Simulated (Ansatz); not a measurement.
Basis-set series for CH5AlBBrO. Total charge 0; spin multiplicity 1. The bonds changed during the relaxation, so this is another structure than the one it started from. All single points use the PBE0-D4/def2-TZVP geometry. It is one conformer, not always the lowest.

```json
{"atom": "B1", "x (Å)": "0.6288", "y (Å)": "-0.8843", "z (Å)": "-0.3367"}
{"atom": "C2", "x (Å)": "-0.9158", "y (Å)": "-0.8147", "z (Å)": "-0.0413"}
{"atom": "Br3", "x (Å)": "0.6066", "y (Å)": "-0.8754", "z (Å)": "-2.3477"}
{"atom": "O4", "x (Å)": "-1.4274", "y (Å)": "0.2391", "z (Å)": "0.4065"}
{"atom": "Al5", "x (Å)": "-0.0139", "y (Å)": "1.4336", "z (Å)": "0.6528"}
{"atom": "H6", "x (Å)": "1.2487", "y (Å)": "-1.7862", "z (Å)": "0.1456"}
{"atom": "H7", "x (Å)": "1.1695", "y (Å)": "0.1996", "z (Å)": "0.0586"}
{"atom": "H8", "x (Å)": "-1.6171", "y (Å)": "-1.6273", "z (Å)": "-0.2739"}
{"atom": "H9", "x (Å)": "0.3318", "y (Å)": "1.5605", "z (Å)": "2.1847"}
{"atom": "H10", "x (Å)": "-0.0112", "y (Å)": "2.5552", "z (Å)": "-0.4486"}
```

| functional | basis | functions | energy (Eh) | HOMO (eV) | LUMO (eV) |
| --- | --- | --- | --- | --- | --- |
| PBE0-D4 | def2-SVP | 117 | -2956.74778 | -7.77 | -2.63 |
| PBE0-D4 | def2-QZVPP | 480 | -2957.37262 | -7.90 | -2.70 |
| ωB97M-V | def2-SVP | 117 | -2957.09662 | -9.92 | -0.37 |
| ωB97M-V | def2-QZVPP | 480 | -2957.72337 | -10.09 | -0.52 |

(1) Give the rows for def2-TZVPP. (Best estimate.)

## Answers

(1) The calculation gave: 
```
functional       basis  functions  energy (Eh)  HOMO (eV)  LUMO (eV)
   PBE0-D4  def2-TZVPP        253  -2957.30442      -7.88      -2.68
   ωB97M-V  def2-TZVPP        253  -2957.65791     -10.07      -0.49
```

Scalar relativity is left out up to krypton.

All numbers were calculated with Ansatz.
